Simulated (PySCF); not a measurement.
**SnH₃⁺: from structure and modes to constants**

These are results of PySCF, PBE0, basis Sn def2-TZVP with ECP28, H def2-TZVP (scalar-relativistic core potentials, no spin–orbit coupling, density fitting), not measurements.

The singlet minimum has D3h symmetry. Masses (u): Sn 119.90220, H 1.00782.

```xyz
4
charge 1 multiplicity 1, angstrom
Sn    0.0000    0.0000    0.0000
H     1.6860    0.0000    0.0000
H    -0.8430    1.4601    0.0000
H    -0.8430   -1.4601    0.0000
```

Harmonic wavenumbers (cm⁻¹): 676.5 (a2'', ×1), 677.8 (e', ×2), 2002.3 (a1', ×1), 2053.2 (e', ×2).

(1) Find the principal moments of inertia and the rotational constants. What kind of rotor is it?

(2) What is the harmonic zero-point energy?

(3) Find the vibrational entropy and heat capacity at 298.15 K.

(4) Give the standard entropy (298.15 K, 1 bar) by its translational, rotational, vibrational and spin parts, and Cp.

## Answers

(1) About the centre of mass I = 4.2972, 4.2972, 8.5945 u Å². With B = 16.8576/I this gives 3.923, 3.923, 1.961 cm⁻¹. The molecule is an oblate symmetric top.

(2) Half the sum of all 6 wavenumbers, 8141/2 = 4070 cm⁻¹, which is 48.7 kJ/mol (1 cm⁻¹ = 0.0119627 kJ/mol).

(3) With u = 1.43878 ω/T, each mode gives S = R[u/(eᵘ−1) − ln(1−e⁻ᵘ)] and C = R u² eᵘ/(eᵘ−1)².
| ω (cm⁻¹) | u | S (J/(mol K)) | C (J/(mol K)) |
| --- | --- | --- | --- |
| 676.5 | 3.264 | 1.40 | 3.66 |
| 677.8 (×2) | 3.271 | 1.40 | 3.65 |
| 2002.3 | 9.662 | 0.01 | 0.05 |
| 2053.2 (×2) | 9.908 | 0.00 | 0.04 |
The sums over all modes are S = 4.2 and C = 11.1 J/(mol K); the softest mode gives 33 % of the entropy (each member, where degenerate).

(4) Sackur–Tetrode with M = 122.93 u gives 168.9; rotation with symmetry number 6 gives 54.7; vibration 4.2; spin R ln 1 = 0.0. The total is 227.8 J/(mol K), and Cp = 4 R + 11.1 = 44.3 J/(mol K).

Other isomers or separated fragments may lie lower.
